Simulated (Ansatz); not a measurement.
Program: Ansatz. Geometries: PBE0-D4/def2-TZVP. ΔE: electronic, gas phase. CBS: MP2 limit from def2 TZ/QZ plus the TZ coupled-cluster correction, frozen cores. This one scheme is used for every species, atoms too. For atomizations the MP2-based limit and the directly extrapolated one differ by several kJ/mol either way, and by 10 to 25 for some Ge, Se and Sn compounds, so smaller differences from it don't rank the levels. DFT in def2-TZVPP. B3LYP here is the variant with VWN-RPA as its local correlation; programs differ in this. HSE06 is defined as in plane-wave codes. No spin–orbit coupling; open shells (•) take unrestricted orbitals. Spin–orbit coupling would lower the free atoms: a little for B, C.

Reaction (atomization): `Bc1ccccc1` → B• + 6 C• + 7 H•

| level | ΔE (kcal/mol) | difference from CCSD(T)/CBS |
| --- | --- | --- |
| revPBE-D4 | 1560.0 | 21.6 |
| B97M-V | 1555.4 | 17.0 |
| PBE0-D4 | 1571.3 | 32.9 |
| B3LYP-D4 | 1552.1 | 13.7 |
| r2SCANh-D4 | 1550.5 | 12.1 |
| r2SCAN0-D4 | 1538.5 | 0.1 |
| ωB97X-V | 1544.9 | 6.5 |
| ωB97M-V | 1550.1 | 11.7 |
| B2PLYP | 1537.4 | -1.0 |
| r2SCAN | 1556.8 | 18.4 |
| HSE06 | 1566.0 | 27.6 |
| CAM-B3LYP | 1547.0 | 8.6 |
| HF/def2-SVP | 1196.2 | -342.2 |
| HF/def2-TZVPP | 1170.0 | -368.4 |
| CCSD/def2-TZVPP | 1478.1 | -60.3 |
| MP2/def2-QZVPP | 1565.9 | 27.5 |
| CCSD(T)/CBS | 1538.4 | 0 |

Largest T1 diagnostic among the species: 0.014.

Leaving LDA and LC-ωPBE aside and taking each functional with its dispersion term where it has one, the values, not all of them listed here, spread over 87.7 kcal/mol, from BHLYP-D4 to PBE-D4. LDA lies +183.7 kcal/mol from PBE without D4, its usual overbinding. From PBE to PBE0 (25 % exact exchange), in def2-TZVPP and without D4, ΔE moves by −24.7 kcal/mol: exact exchange takes away binding that semilocal exchange gives to molecules.
